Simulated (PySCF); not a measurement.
**Exercise with solution: entropy of an ideal gas**

but-1-en-3-yne (C₄H₄), SMILES C#CC=C.

Geometry optimised at PBE-D3(BJ)/def2-SVP.

PBE-D3(BJ)/def2-SVP run with PySCF gives the harmonic wavenumbers 213, 316, 533, 625, 646, 681, 883, 900, 966, 1065, 1255, 1371, 1627, 2146, 3070, 3087, 3192, 3407 cm⁻¹ and the rotational temperatures 2.4322, 0.2223, 0.2037 K. The molar mass is 52.08 g/mol, the symmetry number 1, the spin multiplicity 1.

### Question
Work out the entropy at 298.15 K and 1 atm in the rigid-rotor, harmonic-oscillator model.

### Answer

Translation (Sackur–Tetrode at 1 atm): S = R[1.5 ln M + 2.5 ln T − 1.16487] = 158.0 J/(mol K).
Rotation: q = (√π/σ) T^1.5/√(θA θB θC) = 27500, S = R[ln q + 3/2] = 97.5 J/(mol K).
Vibration: with u = 1.4388 ν/T, each mode gives R[u/(e^u − 1) − ln(1 − e^−u)]:
```json
[
 {"ν (cm⁻¹)": "213", "modes": "1", "u": "1.03", "S (J/(mol K))": "8.44"},
 {"ν (cm⁻¹)": "316", "modes": "1", "u": "1.52", "S (J/(mol K))": "5.57"},
 {"ν (cm⁻¹)": "533", "modes": "1", "u": "2.57", "S (J/(mol K))": "2.43"},
 {"ν (cm⁻¹)": "625", "modes": "1", "u": "3.02", "S (J/(mol K))": "1.71"},
 {"ν (cm⁻¹)": "646", "modes": "1", "u": "3.12", "S (J/(mol K))": "1.58"},
 {"ν (cm⁻¹)": "681", "modes": "1", "u": "3.29", "S (J/(mol K))": "1.38"},
 {"ν (cm⁻¹)": "883", "modes": "1", "u": "4.26", "S (J/(mol K))": "0.63"},
 {"ν (cm⁻¹)": "900", "modes": "1", "u": "4.34", "S (J/(mol K))": "0.58"},
 {"ν (cm⁻¹)": "966", "modes": "1", "u": "4.66", "S (J/(mol K))": "0.45"},
 {"ν (cm⁻¹)": "1065", "modes": "1", "u": "5.14", "S (J/(mol K))": "0.30"},
 {"ν (cm⁻¹)": "1255", "modes": "1", "u": "6.06", "S (J/(mol K))": "0.14"},
 {"ν (cm⁻¹)": "1371", "modes": "1", "u": "6.62", "S (J/(mol K))": "0.08"},
 {"ν (cm⁻¹)": "1627", "modes": "1", "u": "7.85", "S (J/(mol K))": "0.03"}
]
```
The stiffer modes add less than 0.005 each. Sum 23.3 J/(mol K).
Spin: R ln 1 = 0.0 J/(mol K).
Total 278.8 J/(mol K); the program's own thermochemistry gives 278.8. Translation makes up 57 % and vibration 8 %. Anharmonicity, hindered rotation and orbital degeneracy are left out.
